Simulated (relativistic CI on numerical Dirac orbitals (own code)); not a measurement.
# Co⁴⁺ (3d5) in a crystal field

Calculated by Dirac-Coulomb-Breit CI, separate exchange-only KLI orbitals for each configuration, model QED (radiative potential, 1s self-energy scaled to tabulated hydrogen-like ionisation energies), valence Slater integrals scaled by 0.7, one configuration in a parametric crystal field (own radial code).

Field parameters in Wybourne normalisation: Oh B⁴₀ = 21Dq, B⁴₄ = √(5/14) B⁴₀. The field is a parameter set, without covalency.

S is read from ⟨S²⟩ = S(S + 1).

Powder χT (cm³ K mol⁻¹) by Van Vleck's formula, with temperature-independent terms:

| Field | 2 K | 5 K | 10 K | 20 K | 50 K | 100 K | 200 K | 300 K |
| --- | --- | --- | --- | --- | --- | --- | --- | --- |
| Oh, 10Dq = 5000 cm⁻¹ | 4.38 | 4.38 | 4.38 | 4.38 | 4.38 | 4.38 | 4.38 | 4.38 |
| Oh, 10Dq = 9000 cm⁻¹ | 4.38 | 4.38 | 4.38 | 4.38 | 4.38 | 4.38 | 4.38 | 4.38 |
| Oh, 10Dq = 13000 cm⁻¹ | 4.38 | 4.38 | 4.38 | 4.38 | 4.38 | 4.38 | 4.38 | 4.38 |
| Oh, 10Dq = 17000 cm⁻¹ | 4.38 | 4.38 | 4.38 | 4.38 | 4.38 | 4.38 | 4.38 | 4.38 |
| Oh, 10Dq = 21000 cm⁻¹ | 4.32 | 4.36 | 4.37 | 4.37 | 4.37 | 4.37 | 4.37 | 4.37 |
| Oh, 10Dq = 25000 cm⁻¹ | 0.557 | 0.562 | 0.571 | 0.587 | 0.636 | 0.721 | 1.03 | 1.53 |
| Oh, 10Dq = 29000 cm⁻¹ | 0.522 | 0.525 | 0.531 | 0.542 | 0.577 | 0.634 | 0.748 | 0.857 |
| Oh, 10Dq = 33000 cm⁻¹ | 0.509 | 0.513 | 0.518 | 0.53 | 0.563 | 0.62 | 0.732 | 0.839 |

Problem. For Oh, 10Dq = 29000 cm⁻¹: what effective moment follows at 300 K?

Solution. μ_eff = √(8χT) = 2.62 μB. The ground level has S = 0.51; the spin-only moment for S = 1/2 is 1.73 μB. The difference comes from the orbital moment, spin-orbit mixing of terms and temperature-independent paramagnetism, all larger in this ionic model than in covalent complexes.
